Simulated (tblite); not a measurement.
Run record: tight-binding relaxation, `O=S(=O)(c1cccc[o+]1)C(F)(F)F`.

Computed with GFN2-xTB geometry optimisation, gas phase (tblite 0.8.0). Start geometry: from a force field or distance geometry. The input is one job of a driver script: a line of settings, then coordinates in Å.

Input:
```
{"job": {"kind": "relax", "xc": "GFN2-xTB", "basis": "xTB"}, "charge": 1, "multiplicity": 1}
O      1.783400     1.455300     1.759000
S      1.578700     0.132300     1.045400
O      1.883100    -0.967500     2.019400
C     -0.073300     0.146800     0.479200
C     -0.871000    -0.937900     0.872600
C     -2.180900    -0.984200     0.449100
C     -2.670000     0.058600    -0.344900
C     -1.805000     1.104800    -0.674900
O     -0.553500     1.100200    -0.256000
C      2.758800     0.131100    -0.281500
F      4.012300     0.120400     0.335000
F      2.669100     1.262900    -1.041300
F      2.707800    -1.041900    -0.995300
H     -0.497800    -1.747700     1.475100
H     -2.860200    -1.797100     0.718200
H     -3.714700     0.049100    -0.676800
H     -2.173700     1.926600    -1.294400
```

Problem. What does the run print?

Solution. 
```
step      E/eV     max force
  0   -1195.30183    9.229
  1   -1196.40468    3.362
  2   -1196.56205    1.151
  3   -1196.62879    0.933
  4   -1196.67360    0.948
  5   -1196.69424    0.504
  6   -1196.70921    0.392
  7   -1196.71961    0.346
  8   -1196.72850    0.221
  9   -1196.73500    0.188
... (66 lines left out)
 76   -1196.80139    0.019
 77   -1196.80145    0.020
 78   -1196.80152    0.019
 79   -1196.80156    0.014
 80   -1196.80159    0.011
 81   -1196.80160    0.012
 82   -1196.80163    0.013
 83   -1196.80166    0.015
 84   -1196.80168    0.014
 85   -1196.80169    0.009
```

«max force» is the largest atomic force in eV/Å.

Problem. From which step on does the largest force stay under 0.1 eV/Å, and how much energy is left to gain from there?

Solution. From step 24 (0.079 eV/Å), 24.2 meV above the end.

In short: energy lowered by 34.6 kcal/mol over 85 steps; largest atomic force 0.009 eV/Å at the end.

Problem. Give the final coordinates.

Solution. 0.248 Å rms from the input after alignment:
```
atom  x, y, z in Å
O1     1.7116    1.5805    1.8470
S2     1.6756    0.2680    1.3247
O3     1.8841   -0.8816    2.1205
C4    -0.0403    0.0568    0.5913
C5    -0.8511   -1.0152    0.8926
C6    -2.1483   -1.0209    0.3725
C7    -2.5592    0.0527   -0.4184
C8    -1.6597    1.0746   -0.6538
O9    -0.4484    1.0530   -0.1524
C10    2.6607    0.1435   -0.2972
F11    3.9483    0.0848   -0.1170
F12    2.3236    1.1796   -1.0466
F13    2.2080   -0.9613   -0.8829
H14   -0.4654   -1.8080    1.5174
H15   -2.8205   -1.8417    0.5835
H16   -3.5529    0.0940   -0.8394
H17   -1.8731    1.9534   -1.2538
```

Problem. How long does this job take on an Arm Neoverse N1 with one thread, no GPU, shared host with 64 logical CPUs at a one-minute load of 44?

Solution. About 1.4 s.
Labels such as C1 count atoms from 1, the log's own numbers from 0.
